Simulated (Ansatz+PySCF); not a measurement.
## singlet CH3I: levels of theory in one basis

```yaml
atoms:
  - { symbol: C, position_ang: [0.0000, 0.0000, -1.6691] }
  - { symbol: I, position_ang: [0.0000, 0.0000, 0.3010] }
  - { symbol: H, position_ang: [0.0000, -0.9586, -1.9796] }
  - { symbol: H, position_ang: [-0.8302, 0.4793, -1.9796] }
  - { symbol: H, position_ang: [0.8302, 0.4793, -1.9796] }
```

Basis set: def2-SVP (spherical functions, with the set's core potentials past Kr). Left uncorrelated: 5 orbitals. Charge 0, multiplicity 1.

Computed with Ansatz (development build ahead of 0.2.0); each method stands on the lowest determinant of its kind that the runs found. NEVPT2 correlates all electrons outside the core potentials. Active spaces start from the frontier orbitals, and the lowest solution found is given.

```
        method  E − E(RHF) (eV)  <S²> of the determinant
           RHF             0.00                     0.00
       RHF-MP2            -7.27                        –
      RHF-CCSD            -7.91                        –
   CASSCF(2,2)            -0.42                        –
SC-NEVPT2(2,2)            -7.75                        –
```

(1) What does RHF-CCSD(T) give on the same scale?

(2) Is a single determinant a sound starting point here?

Results:

(1) -8.09 eV.

(2) By this sign, yes. Unrestricted orbitals gain 0.00 eV and <S²> is 0.00 against 0.00 for a pure state. The CASSCF(2,2) natural occupations are 1.97, 0.03.

Caution for CASSCF(2,2): other starts end on other solutions of this active space.
